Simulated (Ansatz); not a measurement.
Ansatz (a first-principles code) input (RPA@PBE/def2-QZVPP):
A basis named .json is the Basis Set Exchange file of that set.

Ansatz 0.2 input:
```yaml
crystal:
  periodic: [false, false, false]
  atoms:
    - {symbol: Mo, position_ang: [0.00000000, 0.00000000, -0.00000000]}
    - {symbol: C, position_ang: [1.75702749, -0.36817771, -1.09792073]}
    - {symbol: H, position_ang: [2.32486872, -1.19147413, -0.64919203]}
    - {symbol: H, position_ang: [2.39410748, 0.52373170, -1.11356631]}
    - {symbol: H, position_ang: [1.51411418, -0.63837541, -2.13213755]}
    - {symbol: C, position_ang: [0.50336938, 0.51500065, 1.97725161]}
    - {symbol: H, position_ang: [-0.40085830, 0.71068639, 2.56521206]}
    - {symbol: H, position_ang: [1.12790504, 1.41574731, 1.99237678]}
    - {symbol: H, position_ang: [1.05866628, -0.29945852, 2.45675106]}
    - {symbol: C, position_ang: [-1.06330129, 1.58378719, -0.88833488]}
    - {symbol: H, position_ang: [-1.98320536, 1.79016740, -0.32904802]}
    - {symbol: H, position_ang: [-1.33443532, 1.33312121, -1.92045454]}
    - {symbol: H, position_ang: [-0.45444203, 2.49522832, -0.90188330]}
    - {symbol: C, position_ang: [-1.19709559, -1.73061013, 0.00900400]}
    - {symbol: H, position_ang: [-1.46956840, -2.01444058, -1.01413673]}
    - {symbol: H, position_ang: [-2.11833844, -1.55739439, 0.57726979]}
    - {symbol: H, position_ang: [-0.65881386, -2.56753930, 0.46880879]}
basis:
  gaussian:
    orbitals: def2-QZVPP.json
hamiltonian:
  xc: pbe
magnetization: {spin_polarized: true, initial_magnetization: 2}
correlation: {method: rpa, electrons: outside_noble_gas}
```

End of the output:

```
integrals: 8.07 GiB planned
3984 factors; integrals over basis functions are off by at most 7.6e-4 eV
0.84 GiB of the device are held for the grids
10.38 GiB of device memory are held for the factors and their scratch space
mean field: 10.81 GiB planned
mean field evaluation 1: about -6160.5689 eV, gradient 8.9e1 eV
mean field evaluation 2: about -6160.5597 eV, gradient 8.9e1 eV
mean field evaluation 4: about -6135.4017 eV, gradient 8.8e1 eV
mean field evaluation 8: about -6195.5974 eV, gradient 3.5e0 eV
mean field evaluation 16: about -6195.6574 eV, gradient 3.1e-3 eV
mean field evaluation 32: about -6148.6889 eV, gradient 7.2e1 eV
mean field -6195.65744993 eV, -227.6862117176 hartree, gradient 2.3e-6 eV, S^2 2.014213; 0 other end points of the search recorded, 0 dependent functions left out
8 core orbitals not correlated
reference -6148.06129543 eV, -225.9370853014 hartree; 18, 16 occupied and 643, 645 virtual orbitals, 3984 factors
Total energy: -6194.97106374 eV, -227.6609874903 hartree
```

The spin state was set by rule; other spins were not relaxed.
